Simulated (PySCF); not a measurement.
Electron correlation in Ni²⁺ (nickel, charge +2)

[Ar] 3d7 4p1, one real determinant (an excited configuration). Calculation: PySCF 2.14, in ANO-RCC-VTZP (6s5p3d2f1g, 59 functions); scalar relativity by spin-free X2C-1e. Frozen: [Ar]; 8 electrons correlated.

MP2 pair energies summed by pair of shells (mhartree):

| pair | energy | share (%) |
| --- | --- | --- |
| 3d-3d | -177.49 | 92.2 |
| 3d-4p | -15.05 | 7.8 |

Total MP2 correlation energy: -192.54 mhartree.

Same-spin part -87.31 and opposite-spin part -105.23 mhartree; SCS-MP2 scales them by 1/3 and 6/5 to -155.38 mhartree.

The reference is one real determinant that mixes LS terms of this configuration.
